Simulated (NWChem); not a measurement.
System: BICl$_{2}$; SMILES IB(Cl)Cl

Computed with NWChem. Geometry: optimised at PBE0/def2-SVP. def2 effective core potentials on I; no spin-orbit coupling. Vertical excitations in the gas phase.

**Question.** Predict the results for PBE/def2-SVP, full TDDFT. Quantities: lowest excitation, singlet (eV); oscillator strength of that lowest state; lowest state with f > 0.02, singlet (eV); oscillator strength of that bright state; lowest triplet (eV); orbital gap (eV).

**Answer.** 
```
Property                                  Value
----------------------------------------  -----
lowest excitation, singlet (eV)            4.03
oscillator strength of that lowest state  0.000
lowest state with f > 0.02, singlet (eV)   5.01
oscillator strength of that bright state  0.109
lowest triplet (eV)                        3.89
orbital gap (eV)                           3.96
```
